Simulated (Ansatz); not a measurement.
System (SMILES): [Al][Cl] (Al-Cl) (closed-shell singlet).
Atoms: Al1, Cl2. Bonds: Al1-Cl2.

How fast the highest harmonic wavenumber converges with the basis for several methods (Ansatz, a first-principles code): deviation from each method's own reference, in cm⁻¹. References: CCSD(T) 484 cm⁻¹, the value in pcseg-3; HF 475 cm⁻¹, the value in pcseg-3; MP2 484 cm⁻¹, the value in pcseg-3; PBE 454 cm⁻¹, the value in pcseg-3; PBE0 471 cm⁻¹, the value in pcseg-3. Cartesian d functions, on some or all atoms, in 6-311G**; all else is spherical. In correlated methods cores are frozen. No added dispersion term, no relativity. Each level at its own minimum, unscaled; the references are large sets that could be run, not limits.

```
basis            functions  CCSD(T)   HF  MP2  PBE  PBE0
---------------  ---------  -------  ---  ---  ---  ----
STO-3G                  18       50   63   53   73    66
3-21G                   26      -72  -51  -65  -31   -38
6-31G                   26      -93  -71  -86  -49   -56
cc-pV(D+d)Z             46       -7  -11   -4   -2    -6
6-311G**                54        5   -4    6   -6    -5
aug-cc-pV(D+d)Z         64      -37  -23  -35  -14   -17
pcseg-2                 68       17    5   17    3     4
def2-TZVP               74       -3    1   -2    3     2
def2-TZVPP              84       -2    2   -1    3     2
def2-TZVPPD             99       -8   -1   -6    0    -1
cc-pV(Q+d)Z            128       -3    0   -2    1     1
pcseg-3                128        0    0    0    0     0
```

Mean absolute deviation over 6-311G**, pcseg-2, def2-TZVP, def2-TZVPP, def2-TZVPPD: HF 3, PBE0 3, PBE 3, MP2 6, CCSD(T) 7 cm⁻¹.
